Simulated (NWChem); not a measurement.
Species: C₃H₄BClO; SMILES C#CB(Cl)OC

```xyz
10

B     -0.1134    -0.1637     0.0000
C     -0.3485    -1.6747     0.0000
C     -0.5115    -2.8799     0.0000
H     -0.6584    -3.9454     0.0000
Cl     1.5596     0.4377     0.0000
O     -1.1596     0.6682     0.0000
C     -1.1283     2.0747     0.0000
H     -1.6573     2.4400    -0.8926
H     -1.6573     2.4400     0.8926
H     -0.0991     2.4629     0.0000
```
Atoms are numbered in this order, from 1.

Level: PBE0/def2-SVP (NWChem), optimised geometry, unscaled harmonic frequencies. 

```tsv
frequency (cm⁻¹)	IR intensity (km/mol)
50	0.1
132	7.3
138	3.1
229	5.5
269	0.0
421	1.5
467	8.4
573	11.2
593	33.2
718	35.1
768	27.2
1036	327.2
1088	32.0
1187	0.3
1190	43.3
1409	374.3
1472	4.6
1475	4.9
1512	241.6
2203	98.2
3061	46.3
3164	12.7
3171	7.7
3479	48.2
```

The zero-point energy is 42.6 kcal/mol. The thermal correction to the enthalpy at 298.15 K (with zero-point energy) comes out as 47.7 kcal/mol, the heat capacity Cv comes out as 23.1 cal/(mol K) and the entropy at 298.15 K and 1 atm (symmetry number 1) is 84.9 cal/(mol K). The dipole moment is 1.22 D.

Rigid rotor and harmonic oscillator; modes under 100 cm⁻¹ make the entropy uncertain.
